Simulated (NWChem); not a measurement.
System: KF; SMILES [K][F]

```xyz
2

K      0.0000     0.0000    -0.7084
F      0.0000     0.0000     1.4306
```
Atoms are numbered in this order, from 1.

STO-3G and 3-21G are far too small for this property and stand as cheap habits. Structure relaxed at the PBE0/def2-SVP level.

Task: List the 4 lowest vertical singlet excitations from PBE0/3-21G, TDA (NWChem).

Result: 
```csv
state,energy (eV),oscillator strength,leading excitation (squared amplitude)
S1,1.95,0.029,HOMO−1 → LUMO (0.96)
S2,1.95,0.029,HOMO−2 → LUMO (0.96)
S3,2.26,0.057,HOMO → LUMO (0.87)
S4,3.43,0.004,HOMO → LUMO+1 (0.98)
```
